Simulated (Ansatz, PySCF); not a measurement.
This triplet is an excited state, 1.09 eV above the relaxed singlet at the level frozen-core CCSD(T)/cc-pVTZ // B3LYP-D3(BJ)/def2-TZVP (Ansatz, a first-principles code).

B3LYP has the VWN-RPA correlation part, as in Gaussian. 

Z-matrix (Å, degrees):
```
Si
H 1 1.4782
H 1 1.4803 2 111.39
H 1 1.4803 2 111.39 3 123.73
Ge 1 2.4376 2 104.03 4 118.14
Cl 5 2.1964 1 110.69 2 179.96
```
Charge 0, spin multiplicity 3.

Question: Estimate the dipole moment, total energy and highest occupied spin orbital that B3LYP-D3(BJ)/def2-TZVP (PySCF) returns for this input.

Answer: 
dipole moment: 2.40 D
total energy: -76969.92 eV
highest occupied spin orbital: -5.04 eV
